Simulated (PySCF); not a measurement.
Substituent effects on chemical shifts

Parent skeleton `[CH3:1][S:2]([CH3:3])(=[O:4])=[O:5]`; one hydrogen on atom 1 is replaced by X. Hydrogens on one atom are averaged.

- PBE0/pcSseg-1 with gauge-including orbitals
- GFN2-xTB geometry
- code: PySCF
- non-relativistic, a single conformation, no solvent, equivalent nuclei averaged

Scale: 13C, 1H vs TMS; 33S against CS2; 17O vs H2O (reference shieldings calculated alike).

Parent (X = H): C1 47.9, S2 290.5, C3 47.9, O4 223.7, O5 223.7, H(C1) 2.57, H(C3) 2.57 ppm. Effects are Δδ = δ(X) − δ(H), positive for deshielding.

Q: Order these by the shift of H(C3), most shielded first.
A. X = CH2F
B. X = SOCH3
C. X = tBu

A: C (+0.01 ppm), A (+0.17 ppm), B (+0.89 ppm).

Q: Order these by the shift of C1, most shielded first.
A. X = SOCH3
B. X = tBu
C. X = CH2F

A: C (+15.8 ppm), A (+21.3 ppm), B (+23.1 ppm).

Experimental scales use liquid or dissolved standards, which lie at an offset from isolated H2O (liquid H2O: subtract about 36 ppm).
